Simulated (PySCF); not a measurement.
H3BS2 (SMILES SBS), singlet, at a GFN2-xTB geometry. Base run: HF/def2-SVP in PySCF.

Here is a job for PySCF.
```python
from pyscf import gto, scf, solvent

mol = gto.Mole()
mol.atom = '''
    B    -0.525490   -0.325784    0.295875
    H    -1.419741   -0.880187    0.799379
    S     1.141308   -0.596122    0.868540
    H     0.859654   -1.465312    1.832227
    S    -0.808981    0.802153   -1.055656
    H    -2.129700    0.677930   -1.117133
'''
mol.basis = 'def2-svp'
mol.charge = 0
mol.spin = 0
mol.verbose = 3
mol.build()

mf = scf.RHF(mol)
mf.kernel()
mf.analyze()
```

Variants of this job, named by their change:

```csv
change,ΔE vs base (kJ/mol),dipole (D),HOMO-LUMO gap (eV)
base,0.00,2.02,13.00
model = IEF-PCM; solvent = toluene,-6.53,2.28,13.03
model = IEF-PCM; solvent = dimethylsulfoxide; vdw_scale = 1.0,-26.7,2.89,13.13
model = C-PCM; solvent = dimethylsulfoxide,-14.77,2.64,13.09
model = IEF-PCM; solvent = dimethylsulfoxide; vdw_scale = 1.4,-8.38,2.43,13.05
model = IEF-PCM; solvent = dimethylsulfoxide; r_probe = 0.5,-6.02,2.35,13.05
model = IEF-PCM; solvent = dichloromethane,-12.32,2.53,13.07
model = COSMO; solvent = dimethylsulfoxide,-14.58,2.63,13.08
model = IEF-PCM; solvent = dimethylsulfoxide; vdw_scale = 1.1,-19.68,2.76,13.11
model = ddCOSMO; solvent = dimethylsulfoxide,-10.56,2.52,13.10
model = IEF-PCM; solvent = 2-propanol,-13.78,2.60,13.08
model = SS(V)PE; solvent = dimethylsulfoxide,-14.42,2.62,13.08
```

The base is the gas phase, so ΔE is the electrostatic part of solvation at a fixed geometry, without cavity and dispersion terms.
